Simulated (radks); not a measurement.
Q: These are the eigenvalues of the occupied orbitals of an atom or ion with whole-number occupations (eV). Method: scalar-relativistic Kohn-Sham, PBEsol, spin-polarised, spherical densities, finite nucleus; Fermi nuclear charge, rms radius of each element as measured or else 0.836 A^(1/3) + 0.57 fm; computed with a radial shooting solver on a logarithmic mesh with Libxc functionals.

1s up: -15975.13
1s down: -15974.87
2s up: -2204.996
2s down: -2204.837
2p up: -1965.271
2p down: -1965.023
3s up: -381.0773
3s down: -380.7673
3p up: -303.6908
3p down: -303.3394
3d up: -175.7816
3d down: -175.3757
4s up: -85.2047
4s down: -82.7421
4p up: -65.6843
4p down: -63.2420

Which element is it, and in what charge state? The configuration may be excited. Open shells, if any, are filled with parallel spins first.

A: Z = 38, strontium, charge +4: Sr4+ in [Ar] 3d10 4s2 4p4. The list shows which subshells hold electrons but not how many an open one holds; the 1s level, -587.08 hartree, gives Z - s = 34.3 by -(Z - s)^2/2, which with screening and relativity narrows Z to a few neighbours, and the depths of the outer levels then fix element, charge and occupations together.
